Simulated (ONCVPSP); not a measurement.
## Ranking ONCV potentials for Si (Z = 14)

All share these settings but for the change named:

ONCVPSP 4.0.1 input, shortened (lines: element, Z, core and valence counts, functional; n l f; lmax; l rc ep ncon nbas qcut; lloc lpopt rc5 dvloc0; l nproj debl; icmod fcfact rcfact), LDA (Perdew-Wang 92), non-relativistic:

```
  Si 14.00    3    2  -001012      upf
    1    0    2.00
    2    0    2.00
    2    1    6.00
    3    0    2.00
    3    1    1.50
    1
    0    1.40    0.00    5    9    5.00
    1    2.10    0.00    4    9    4.00
    0    5    1.40    0.00
    0    0    2.50
    1    2    1.90
    3    1.75    1.65
```

Test errors are all-electron minus pseudo excitation energies from the reference, over 3s2 3p2; 3s2 3p1; 3s2 3p0; 3s1 3p2. None of these files shows a bound ghost.

The base gives 5.7 meV.

Of 9 variants that were run, those that failed, showed a ghost or another fault, or gave nearly equal values are left out.

Question: Rank these variants by their largest absolute test error, smallest first.
A. p: rc 2.86
B. p: rc 1.66
C. p: rc 2.5
D. p: rc 2
E. p: rc 2.3

Answer: C (2.0 meV), E (3.2 meV), A (4.5 meV), D (6.6 meV), B (7.5 meV).
